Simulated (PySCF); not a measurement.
Telling isomers of C$_{8}$H$_{10}$N$_{2}$Si apart by NMR

All values are calculated (PySCF): geometry from GFN2-xTB, PBE0/pcSseg-1 with gauge-including orbitals. Gas phase, one averaged value for each set of equivalent atoms, relativity neglected, a single conformation.

References, each an isolated molecule treated in the same way: $^{1}$H (σ = 31.72 ppm), $^{13}$C (σ = 186.93 ppm) against TMS. Where no couplings were computed, multiplicities follow the n + 1 count of equivalent neighbours, and m marks all less simple cases (inequivalent or close neighbours, rings, F or P nearby). Shifts are as computed. Against solution values, carbons near 30 ppm lie about +3 ppm off and those near 130 ppm about +5 ppm. Of 1211 compounds with measured shifts, 218 miss one by over three times the rms of a fit or turn the order of signals round; such compounds aren't used in these exercises.

(1) Tabulate the signals of `C#Cc1c(CC)cnnc1[SiH3]`, `Cn1ncc2cc([SiH3])ccc21`, `[SiH3]Cc1cn2ccccc2n1` and their relative energies.

(2) What is the quickest way to tell Cn1ncc2cc([SiH3])ccc21 from [SiH3]Cc1cn2ccccc2n1?

(3) What is the quickest way to tell C#Cc1c(CC)cnnc1[SiH3] from Cn1ncc2cc([SiH3])ccc21?

(4) What is the quickest way to tell C#Cc1c(CC)cnnc1[SiH3] from [SiH3]Cc1cn2ccccc2n1?

Answers

(1) 
| SMILES | carbon types | δC | δH | E rel. (kcal/mol) |
| --- | --- | --- | --- | --- |
| C#Cc1c(CC)cnnc1[SiH3] | 4×C 2×CH 1×CH2 1×CH3 | 167.7, 154.6, 148.2, 129.4, 103.4, 84.0, 29.5, 18.8 | 9.47 (s, 1H), 4.82 (s, 3H), 3.60 (s, 1H), 2.85 (q, 2H), 1.26 (t, 3H) | 75.0 |
| Cn1ncc2cc([SiH3])ccc21 | 3×C 4×CH 1×CH3 | 144.7, 136.5, 135.3, 134.9, 131.3, 124.4, 112.0, 37.2 | 8.27 (s, 1H), 7.97 (m, 1H), 7.81 (d, 1H), 7.62 (d, 1H), 4.69 (s, 3H), 4.27 (s, 3H) | 8.2 |
| [SiH3]Cc1cn2ccccc2n1 | 2×C 5×CH 1×CH2 | 155.1, 149.5, 127.6, 127.5, 123.6, 117.0, 109.7, 14.5 | 8.25 (d, 1H), 7.80 (d, 1H), 7.35 (m, 1H), 7.33 (m, 1H), 6.97 (m, 1H), 3.98 (t, 3H), 2.56 (q, 2H) | 0.0 |

Energies are electronic energies at PBE0/pcSseg-1 on these geometries, without zero-point or thermal terms, each for the one conformer computed, which needn't be the lowest.

(2) Both give the same number of carbon signals, but DEPT or the intensities differ. The first has a methyl carbon bonded to N (CH3) at 37.2 ppm, the second an sp3 CH2 bonded to Si, on an aromatic ring at 14.5 ppm. Their most deshielded carbons lie at 144.7 and 155.1 ppm.

(3) Both give the same number of carbon signals, but DEPT or the intensities differ. The first has an sp3 CH2 on an aromatic ring at 29.5 ppm, the second an aromatic CH at 134.9 ppm. Their most deshielded carbons lie at 167.7 and 144.7 ppm. In the proton spectra the most deshielded non-exchanging signals are 9.47 (s, 1H) and 8.27 (s, 1H).

(4) Both give the same number of carbon signals, but DEPT or the intensities differ. The first has an alkyne carbon (C) at 84.0 ppm, the second an aromatic CH next to a ring nitrogen at 127.6 ppm. Their most deshielded carbons lie at 167.7 and 155.1 ppm. In the proton spectra the most deshielded non-exchanging signals are 9.47 (s, 1H) and 8.25 (d, 1H).
